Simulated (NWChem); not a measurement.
System: SiN2H4Cl2; SMILES N[Si](Cl)(N)Cl

```xyz
9

N      0.2766    -1.3580    -1.3545
Si     0.0000     0.0000    -0.3605
N     -0.2766     1.3580    -1.3545
Cl     1.6603     0.0791     0.8960
Cl    -1.6603    -0.0791     0.8960
H     -0.4130    -1.6037    -2.0554
H      0.7581    -2.1703    -0.9894
H      0.4130     1.6037    -2.0554
H     -0.7581     2.1703    -0.9894
```
Atoms are numbered in this order, from 1.

All runs: NWChem. All runs use the structure optimised with B3LYP/6-31G* (spherical d). B3LYP is NWChem's, with the RPA form of VWN correlation. Level: B3LYP/def2-SVP with SMD (1 M gas to 1 M solution), gas-phase geometry. Reactions with the solvent are ignored.

Problem. Among these, which solvent gives the lowest value of “dipole in solution (D)”?
A) anisole
B) n-hexane
C) acetone
D) water

Solution. B, n-hexane. Values: n-hexane 2.71; anisole 2.89; acetone 3.02; water 3.05
